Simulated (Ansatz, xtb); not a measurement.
**Ranking isomers of GeH8SiSn**

3 gas-phase structures of GeH8SiSn, found in a search over its isomers (lower ones may exist). Each was relaxed with GFN2-xTB:

A. `[SiH3][GeH2][SnH3]`, a singlet
B. `[SiH3][SnH2][GeH3]`, a singlet
C. `[GeH3][SiH2][SnH3]`, a singlet

**Question.** Estimate their order in r2SCAN-D4/def2-SVP energy at these geometries, lowest first.

**Answer.** Calculated order at r2SCAN-D4/def2-SVP: B (0.0), A (9.6), C (28.1) kJ/mol.

Energies above the lowest of each column, in kJ/mol; the last columns are at PBE-D3(BJ)/def2-SVP geometries:

```
structure  GFN2-xTB  HF/STO-3G  r2SCAN-D4/def2-SVP  PBE-D3(BJ)/def2-SVP  CCSD(T)/def2-SVP + ΔMP2/def2-TZVPP
        B       0.0        0.0                 0.0                  0.0                                 0.0
        A       9.3       22.4                 9.6                  9.6                                 9.3
        C      41.0       31.0                28.1                 23.1                                27.6
```

Every level run on B puts it lowest or level with the lowest. Atoms past krypton carry core potentials in the def2 sets, without spin–orbit terms. ΔMP2 is the change of the MP2 energy from the smaller to the larger basis.

Programs: Ansatz 0.2.0, xtb 6.7.1.
